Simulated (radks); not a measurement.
Results of a calculation; reference values are marked as such.
Task: The holmium ion Ho64+, [He] 2s1. Code: a radial shooting solver on a logarithmic mesh with Libxc functionals. Model: non-relativistic Kohn-Sham, PBE, spin-polarised, spherical densities, point nucleus. Every spin shell is full or empty, so the densities are truly spherical. Functionals are evaluated on that one density, not self-consistently. Rank these exchange functionals by their error against the exact value of the orbitals, and give that value: LDA, B88, PW91, OPTX, WC, AM05, B86b, APBE, revTPSS, r2SCAN, MS2, Tao-Mo.

Result: Exact: -47.9948 hartree. From best to worst, with 100 (|E| - |E exact|)/|E exact| (equal figures are ties): APBE +0.14, revTPSS +0.20, OPTX -0.25, MS2 +0.31, r2SCAN -0.32, B88 -0.41, Tao-Mo +0.42, B86b -0.50, PW91 -1.09, WC -3.36, AM05 -10.31, LDA -13.16.
